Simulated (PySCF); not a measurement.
B(Cl)(OMe)(SiH3) (CH6BClOSi), SMILES COB([SiH3])Cl.

Coordinates come from a r2SCAN-D4/def2-SVP optimisation. The structure was generated by enumeration, and PubChem lists no compound with its InChIKey, so it may never have been made. Other conformers were not sampled.

Computed with TDDFT-PBE/def2-SVPD (PySCF).

Vertical excitations. Isolated molecule, no solvent.

Computed UV-visible absorptions:
```tsv
state	energy (eV)	λ (nm)	f	main pairs
S1	5.14	241	0.006	HOMO→LUMO 97 %
S2	5.88	211	0.000	HOMO−2→LUMO 99 %
S3	6.24	199	0.088	HOMO−1→LUMO 89 %
S4	6.46	192	0.002	HOMO−4→LUMO 99 %
S5	6.54	189	0.037	HOMO→LUMO+1 91 %
S6	6.63	187	0.011	HOMO−3→LUMO 76 %, HOMO→LUMO+2 14 %
S7	6.92	179	0.124	HOMO→LUMO+2 74 %
S8	7.26	171	0.002	HOMO−6→LUMO 95 %
S9	7.29	170	0.016	HOMO−1→LUMO+1 98 %
S10	7.40	168	0.097	HOMO→LUMO+3 48 %, HOMO−5→LUMO 35 %
T1	4.44	279	0	HOMO→LUMO 98 %
T2	5.33	233	0	HOMO−1→LUMO 99 %
T3	5.65	219	0	HOMO−2→LUMO 99 %
T4	6.03	206	0	HOMO−3→LUMO 96 %
```
Triplets are in the Tamm–Dancoff approximation, which puts them higher than full response would, so one can lie above its singlet here.
